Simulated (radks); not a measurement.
Question: Successive ionisation energies (eV) of one element, from differences of total energies of ions in their ground configurations, starting at charge 0: 9.319, 17.297, 37.586, 53.558, 70.760, 89.046, 108.31, 128.48, 150.64, 172.59, 195.30, 218.75, 305.96, 332.19, 358.87, 385.97, 422.42, 450.79, 519.52, 549.07, 963.07, 1030.4. Method: Dirac Kohn-Sham, BLYP, spin-unpolarised, spherical densities, finite nucleus; open shells fill j = l - 1/2 first; Fermi nuclear charge, rms radius 4.6087 fm; computed with a radial shooting solver on a logarithmic mesh with Libxc functionals. Which element is it?

Answer: Cadmium (Z = 48). The first species listed is Cd in [Kr] 4d10 5s2, the last Cd21+ in [Ar] 3d9.
